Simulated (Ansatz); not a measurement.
Born–Oppenheimer molecular dynamics of a periodic cell of 24 atoms, H$_{15}$C$_{2}$NO$_{6}$ (contents 6 H2O + 1 CH3CN, density as packed 1.16 g/cm³ with natural masses). It starts from a partly relaxed structure (largest force component 0.65 eV/Å).

Level of theory: Ansatz, DFT PBE-D3(BJ), scalar-relativistic, plane waves, PAW. Settings: accuracy low, cutoff 420 eV, k mesh 1x1x1, fermi-dirac smearing 0.02 eV, no spin polarisation.

* ensemble: NVT, Langevin thermostat
* time step: 0.5 fs
* steps asked: 300
* set temperature: 1000 K
* friction: 0.02 /fs
* seed: 728338

First frame:

```xyz
24
Lattice="5.9777 0.0000 0.0000 0.0000 5.9777 0.0000 0.0000 0.0000 5.9777" Properties=species:S:1:pos:R:3
O 1.193 2.656 5.516
H 1.077 3.479 6.038
H 0.325 2.196 5.640
O 2.026 1.488 1.929
H 1.873 1.926 1.050
H 2.251 0.564 1.661
O 5.052 1.141 0.437
H 4.257 0.635 0.128
H 5.630 0.407 0.744
O -0.737 2.224 3.005
H 0.237 2.262 2.874
H -1.062 1.899 2.128
O 3.290 3.833 3.822
H 2.662 3.110 4.007
H 4.114 3.346 3.509
O 3.219 5.157 0.138
H 3.748 4.617 0.753
H 3.305 4.662 -0.733
C 0.539 5.461 3.894
C 0.367 4.984 2.551
N 0.182 4.579 1.478
H -0.132 6.315 4.060
H 0.296 4.657 4.604
H 1.575 5.777 4.056
```

(1) What does the run give?

(2) What happens to the structure?

(3) How do temperature and energy run in time?

## Answers

(1) All steps were run.

```
steps done                                               : 300
time covered                                             : 150 fs
mean temperature over the second half                    : 976 K
spread of the potential energy over the second half      : 14.2 meV per atom
mean potential energy of the second half above the start : 127.6 meV per atom
```

A run of 0.15 ps of so small a system gives no equilibrium averages. Limits of this set-up: coarse k mesh, low accuracy level.

(2) Mean squared displacements from the first frame to the last, about the centre of mass: O 0.22 Å², H 0.75 Å², C 0.13 Å², N 0.27 Å². This is one draw of velocities; another would differ in detail.

(3) 
```
time (fs)  T (K)  potential energy less start (eV)
      0.0    958                             0.000
     12.5    651                             1.753
     25.0    642                             2.614
     37.5    880                             2.132
     50.0    821                             2.511
     62.5    937                             2.624
     75.0    695                             2.737
     87.5    790                             2.812
    100.0    922                             2.903
    112.5   1100                             3.308
    125.0   1014                             3.330
    137.5    838                             3.569
    150.0   1036                             3.592
```

Run time: 5.4 min on 1 thread of Arm Neoverse V1, on a shared host, peak memory 0.32 GiB.
